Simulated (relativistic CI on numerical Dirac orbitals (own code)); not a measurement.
# Pr²³⁺: q coefficients and field-shift factors

These numbers are calculated, not measured: Dirac-Coulomb-Breit CI, separate exchange-only KLI orbitals for each configuration, derivatives by finite differences, unscaled Slater integrals, QED left out (own radial code, finite nucleus).

Configuration list (outside the closed core [Ar] 3d10): 4s2 4p6, 4s2 4p5 4d, 4s 4p6 4d, 4s2 4p5 4f, 4s 4p6 4f, 4p6 4d2, 4p5 4d3, 4p5 4d2 4f. Double excitations out of closed p, d and f shells are left out; levels of such configurations are missing from the list, as are those of other unlisted configurations, and high levels can miss mixing partners.

With x = (α/α₀)² − 1 an excitation energy changes as ω = ω₀ + qx; K = 2q/ω₀ is the relative enhancement. Terms are leading LS components, so labels can repeat. The field-shift factor is F = δν/δ⟨r²⟩ for the transition from the lowest level.

Lowest level 4s2 4p6 1S_0.

| Level | ω₀ (cm⁻¹) | q (cm⁻¹) | K | F (GHz/fm²) |
| --- | --- | --- | --- | --- |
| 4s2 4p5 4d 3P°_0 | 779107 | 16780 | 0.0431 | 3.12 |
| 4s2 4p5 4d 3P°_1 | 797453 | 24940 | 0.0626 | 3.12 |
| 4s2 4p5 4d 3F°_3 | 820780 | 19970 | 0.0487 | 2.74 |
| 4s2 4p5 4d 3D°_2 | 826841 | 25230 | 0.061 | 3.07 |
| 4s2 4p5 4d 3F°_4 | 841890 | 58920 | 0.14 | 3.17 |
| 4s2 4p5 4d 1D°_2 | 856722 | 58710 | 0.137 | 3.38 |
| 4s2 4p5 4d 3D°_3 | 889598 | 58210 | 0.131 | 3.86 |
| 4s2 4p5 4d 3D°_1 | 951020 | 108200 | 0.228 | 0.33 |
| 4s2 4p5 4d 3F°_2 | 1021138 | 247900 | 0.485 | -8.9 |
| 4s2 4p5 4d 3D°_2 | 1068372 | 287600 | 0.538 | -7.81 |
| 4s2 4p5 4d 1F°_3 | 1080734 | 290500 | 0.538 | -8.24 |
| 4s2 4p5 4d 1P°_1 | 1190925 | 196300 | 0.33 | -4.37 |
| 4s 4p6 4d 3D_1 | 1580306 | 274100 | 0.347 | -323 |

At this charge energies of transitions that change n are usually good to better than 1 %, and those within a shell (Δn = 0) to a few per cent.
